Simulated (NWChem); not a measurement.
System: GeH₃F; SMILES [F][GeH3]

```xyz
5

Ge     0.0000     0.0000    -0.2775
F      0.0000     0.0000     1.4664
H     -0.4332    -1.4064    -0.7170
H      1.4345     0.3281    -0.7170
H     -1.0014     1.0783    -0.7170
```
Atoms are numbered in this order, from 1.

All runs use the structure optimised with PBE0/def2-SVP.

Q: Give the principal values of the shielding tensors (ppm) of Ge1, F2 from PBE/pcSseg-1, GIAO (NWChem), with their diamagnetic and paramagnetic parts as GIAO splits them.

A: 
```tsv
atom	σ11	σ22	σ33	isotropic	diamagnetic	paramagnetic
Ge1	1147.5	1147.5	1569.5	1288.2	2756.9	-1468.8
F2	381.0	453.4	453.4	429.3	478.7	-49.4
```
